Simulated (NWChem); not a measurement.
# BH2SOF; SMILES OB(S)F

```xyz
6

B      0.0138    -0.4576     0.0000
F     -1.1188    -1.1691     0.0000
O      1.2227    -1.0722     0.0000
H      1.1325    -2.0385     0.0000
S     -0.1217     1.3612     0.0000
H      1.2067     1.5946     0.0000
```
Atoms are numbered in this order, from 1.

Results from NWChem. Pople sets run with spherical d functions. The geometry was optimised at B3LYP/6-31G* (spherical d). Atomic charges in e: unrestrained fits to the electrostatic potential beside Mulliken populations; buried atoms are poorly determined by the fit.

What does the run give for Hartree-Fock/6-31G*? Quantities: ESP B1; Mulliken B1; ESP F2; Mulliken F2; ESP O3; Mulliken O3; ESP S5; Mulliken S5; relative RMS misfit of the potential (%).


```json
{
  "ESP B1": "0.82",
  "Mulliken B1": "0.77",
  "ESP F2": "-0.32",
  "Mulliken F2": "-0.40",
  "ESP O3": "-0.76",
  "Mulliken O3": "-0.72",
  "ESP S5": "-0.41",
  "Mulliken S5": "-0.24",
  "relative RMS misfit of the potential (%)": "30"
}
```
